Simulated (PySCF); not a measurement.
SMILES [B](Cl)Cl (BCl₂), doublet, B3LYP/def2-SVP optimised geometry.

```
3

Cl    -1.37     0.71     0.00
B     -0.37    -0.71     0.00
Cl     1.37    -0.71     0.00
```

Density from unrestricted B3LYP/def2-TZVP run with PySCF 2.14.0 at that geometry.

Minimum of the electron density along straight lines between bonded atoms, close to the bond critical point (lines longer than 1.1 times the sum of covalent radii, or with two minima, are not listed):

| bond | length / Å | ρ at the minimum / e bohr⁻³ | ∇²ρ there / e bohr⁻⁵ | position (fraction from the first atom) |
|---|---|---|---|---|
| Cl1–B2 | 1.736 | 0.156 | 0.00 | 0.70 |
| B2–Cl3 | 1.736 | 0.156 | 0.00 | 0.30 |
